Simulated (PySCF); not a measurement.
Excitations are Tamm–Dancoff values on a coarser integration grid. The basis has no diffuse functions, so Rydberg states are missing or too high.

Cartesian coordinates (Å):
SMILES: [C@H]12C[C@H]([C@@H]([C@H]2C=O)CC1)B
```xyz
23

B      1.8941     1.4557     0.4256
C      1.2653     0.1168    -0.1049
C      0.3855     0.2901    -1.3758
C     -1.0237    -0.0644    -0.8740
C     -1.1164    -1.5889    -0.7412
C     -0.1685    -1.8965     0.4446
C      0.2808    -0.5049     0.9113
C     -0.9752     0.3407     0.6251
C     -0.7949     1.8001     0.8791
O     -1.6060     2.5644     1.3098
H      2.1755     2.3559    -0.3376
H      2.2348     1.5534     1.5860
H      2.1182    -0.5697    -0.2747
H      0.4371     1.3198    -1.7636
H      0.6814    -0.3729    -2.2031
H     -1.8406     0.3876    -1.4544
H     -2.1489    -1.8982    -0.5177
H     -0.8208    -2.0908    -1.6750
H     -0.6937    -2.4321     1.2502
H      0.6952    -2.5151     0.1566
H      0.6454    -0.4769     1.9481
H     -1.8758     0.0150     1.1676
H      0.2511     2.2108     0.6180
```
Charge 0, spin multiplicity 1.

Problem. Give the brightest of the four lowest singlets (TDA), S1–T1 gap (TDA), S1 excitation (TDA), HOMO and HOMO–LUMO gap at the level PBE0-D4/def2-TZVP // PBE0-D4/def2-SVP (PySCF 2.14.0).

Solution. 
| Quantity | Value |
|---|---|
| brightest of the four lowest singlets (TDA) | 5.70 eV |
| S1–T1 gap (TDA) | 0.64 eV |
| S1 excitation (TDA) | 4.38 eV |
| HOMO | -7.67 eV |
| HOMO–LUMO gap | 6.41 eV |
